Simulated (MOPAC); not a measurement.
A run for MOPAC: PM3 on CH5BF3N (a complex), monomers drawn apart or pushed together.

```
PM3 1SCF PRECISE CHARGE=0 THREADS=1
CH5BF3N

F     -0.55505574 1    -1.01569417 1     0.57119223 1
B     -0.06718219 1     0.21498355 1     0.94590464 1
F     -0.79610066 1     1.27626708 1     0.45882683 1
F      1.29214650 1     0.34956323 1     0.78141550 1
C      0.41585208 1    -1.00799483 1     4.68296379 1
N     -0.28240546 1     0.05001825 1     3.91410523 1
H      1.48121866 1    -0.92343737 1     4.48679521 1
H      0.06681114 1    -1.97333373 1     4.32665253 1
H      0.22213502 1    -0.90985730 1     5.75005828 1
H      0.01878746 1     0.97290908 1     4.21855230 1
H     -1.28674542 1     0.00309230 1     4.06978627 1
```

Output:

```
*******************************************************************************
 **                                                                           **
 **                              MOPAC v23.2.5                                **
 **                                                                           **
 *******************************************************************************
 ** MOPAC's Digital Object Identifier: https://doi.org/10.5281/zenodo.6511958 **
 **                                                                           **
 ** Please cite the open-source release paper for use of this MOPAC version:  **
 ** J. E. Moussa and J. J. P. Stewart (2026)                                  **
 ** MOPAC: An open-source semiempirical molecular orbital program             **
 ** J. Open Source Softw., 11(119), 8025, https://doi.org/10.21105/joss.08025 **
 *******************************************************************************

                              PM3 CALCULATION RESULTS

 *******************************************************************************
 *  PM3        - The PM3 Hamiltonian to be used
 *
 *
 *
 *                 CHARGE ON SYSTEM = 0
 *
 *
 *
 *  PRECISE    - TIGHTER CRITERIA TO BE USED
 *  1SCF       - DO 1 SCF AND THEN STOP
 *  THREADS=1  - MULTI-THREADING NOT USED
 *  T=         - A TIME OF 172800.0 SECONDS REQUESTED
 *  DUMP=N     - RESTART FILE WRITTEN EVERY 7200.0 SECONDS REQUESTED
 *******************************************************************************
PM3 1SCF PRECISE CHARGE=0 THREADS=1
 CH5BF3N

   ATOM   CHEMICAL          X               Y               Z
  NUMBER   SYMBOL      (ANGSTROMS)     (ANGSTROMS)     (ANGSTROMS)

     1       F         -0.55505574  *  -1.01569417  *   0.57119223  *
     2       B         -0.06718219  *   0.21498355  *   0.94590464  *
     3       F         -0.79610066  *   1.27626708  *   0.45882683  *
     4       F          1.29214650  *   0.34956323  *   0.78141550  *
     5       C          0.41585208  *  -1.00799483  *   4.68296379  *
     6       N         -0.28240546  *   0.05001825  *   3.91410523  *
     7       H          1.48121866  *  -0.92343737  *   4.48679521  *
     8       H          0.06681114  *  -1.97333373  *   4.32665253  *
     9       H          0.22213502  *  -0.90985730  *   5.75005828  *
    10       H          0.01878746  *   0.97290908  *   4.21855230  *
    11       H         -1.28674542  *   0.00309230  *   4.06978627  *



          CARTESIAN COORDINATES

    NO.       ATOM           X           Y           Z

     1         F         -0.5551     -1.0157      0.5712
     2         B         -0.0672      0.2150      0.9459
     3         F         -0.7961      1.2763      0.4588
     4         F          1.2921      0.3496      0.7814
     5         C          0.4159     -1.0080      4.6830
     6         N         -0.2824      0.0500      3.9141
     7         H          1.4812     -0.9234      4.4868
     8         H          0.0668     -1.9733      4.3267
     9         H          0.2221     -0.9099      5.7501
    10         H          0.0188      0.9729      4.2186
    11         H         -1.2867      0.0031      4.0698

  H: (PM3): J. J. P. STEWART, J. COMP. CHEM. 10, 209 (1989).
  B: (PM3): J. J. P. STEWART, J. MOL. MOD., 10, 155-164 (2004)
  C: (PM3): J. J. P. STEWART, J. COMP. CHEM. 10, 209 (1989).
  N: (PM3): J. J. P. STEWART, J. COMP. CHEM. 10, 209 (1989).
  F: (PM3): J. J. P. STEWART, J. COMP. CHEM. 10, 209 (1989).

           Empirical Formula: C H5 N F3 B  =    11 atoms



      MOLECULAR POINT GROUP   :   Cs


      RHF CALCULATION, NO. OF DOUBLY OCCUPIED LEVELS = 19


 -------------------------------------------------------------------------------
 PM3 1SCF PRECISE CHARGE=0 THREADS=1
 CH5BF3N



     1SCF WAS SPECIFIED, SO BFGS WAS NOT USED
     SCF FIELD WAS ACHIEVED


                              PM3 CALCULATION
                                                       MOPAC v23.2.5 Linux




          FINAL HEAT OF FORMATION =       -264.00898 KCAL/MOL =   -1104.61356 KJ/MOL


          COSMO AREA              =        134.80 SQUARE ANGSTROMS
          COSMO VOLUME            =        117.92 CUBIC ANGSTROMS

          IONIZATION POTENTIAL    =         10.162695 EV
          HOMO LUMO ENERGIES (EV) =        -10.163 -1.225
          NO. OF FILLED LEVELS    =         19
          MOLECULAR WEIGHT        =         98.8624         POINT GROUP:  Cs

          MOLECULAR DIMENSIONS (Angstroms)

            Atom       Atom       Distance
            H     9    F     3     5.81490
            H    11    F     4     3.23271
            H    10    F     1     3.12360


          SCF CALCULATIONS        =          1





   ATOM   CHEMICAL          X               Y               Z
  NUMBER   SYMBOL      (ANGSTROMS)     (ANGSTROMS)     (ANGSTROMS)

     1       F         -0.55505574  *  -1.01569417  *   0.57119223  *
     2       B         -0.06718219  *   0.21498355  *   0.94590464  *
     3       F         -0.79610066  *   1.27626708  *   0.45882683  *
     4       F          1.29214650  *   0.34956323  *   0.78141550  *
     5       C          0.41585208  *  -1.00799483  *   4.68296379  *
     6       N         -0.28240546  *   0.05001825  *   3.91410523  *
     7       H          1.48121866  *  -0.92343737  *   4.48679521  *
     8       H          0.06681114  *  -1.97333373  *   4.32665253  *
     9       H          0.22213502  *  -0.90985730  *   5.75005828  *
    10       H          0.01878746  *   0.97290908  *   4.21855230  *
    11       H         -1.28674542  *   0.00309230  *   4.06978627  *

                             CARTESIAN COORDINATES

   1    F       -0.555055740    -1.015694170     0.571192230
   2    B       -0.067182190     0.214983550     0.945904640
   3    F       -0.796100660     1.276267080     0.458826830
   4    F        1.292146500     0.349563230     0.781415500
   5    C        0.415852080    -1.007994830     4.682963790
   6    N       -0.282405460     0.050018250     3.914105230
   7    H        1.481218660    -0.923437370     4.486795210
   8    H        0.066811140    -1.973333730     4.326652530
   9    H        0.222135020    -0.909857300     5.750058280
  10    H        0.018787460     0.972909080     4.218552300
  11    H       -1.286745420     0.003092300     4.069786270


           Empirical Formula: C H5 N F3 B  =    11 atoms



      MOLECULAR POINT GROUP   :   Cs


                  EIGENVALUES
 -33.60388 -29.23072 -25.68900 -25.68198 -23.60814 -20.04881 -19.02362 -18.36216
 -18.35306 -16.95749 -16.91943 -16.91232 -16.79943 -16.52935 -16.52867 -15.65451
 -14.61684 -13.15448 -10.16270  -1.22460   1.94786   2.49563   3.16697   3.17378
   3.44733   3.74198   4.00645   4.75438   4.89278


              NET ATOMIC CHARGES AND DIPOLE CONTRIBUTIONS

  ATOM NO.   TYPE          CHARGE      No. of ELECS.   s-Pop       p-Pop
    1          F          -0.036668        7.0367     1.59999     5.43667
    2          B           0.064409        2.9356     1.00450     1.93109
    3          F          -0.038740        7.0387     1.60135     5.43739
    4          F          -0.036654        7.0367     1.59998     5.43668
    5          C          -0.108812        4.1088     1.14823     2.96058
    6          N          -0.031352        5.0314     1.44996     3.58139
    7          H           0.053361        0.9466     0.94664
    8          H           0.053345        0.9467     0.94665
    9          H           0.024856        0.9751     0.97514
   10          H           0.028131        0.9719     0.97187
   11          H           0.028124        0.9719     0.97188
 DIPOLE           X         Y         Z       TOTAL
 POINT-CHG.     0.075    -0.253     0.997     1.031
 HYBRID        -0.457     0.277     2.209     2.273
 SUM           -0.382     0.023     3.206     3.229


          ATOMIC ORBITAL ELECTRON POPULATIONS

     Atom    s        px        py        pz
    1  F   1.59999   1.91349   1.70067   1.82251
    2  B   1.00450   0.73646   0.74135   0.45328
    3  F   1.60135   1.86764   1.76847   1.80128
    4  F   1.59998   1.63755   1.94805   1.85107
    5  C   1.14823   1.00678   0.98195   0.97186
    6  N   1.44996   1.02432   0.99890   1.55817
    7  H   0.94664
    8  H   0.94665
    9  H   0.97514
   10  H   0.97187
   11  H   0.97188

 **********************
 *                    *
 * JOB ENDED NORMALLY *
 *                    *
 **********************




 == MOPAC DONE ==
```

The run finished.

Cost: very roughly 0.04 core-seconds.
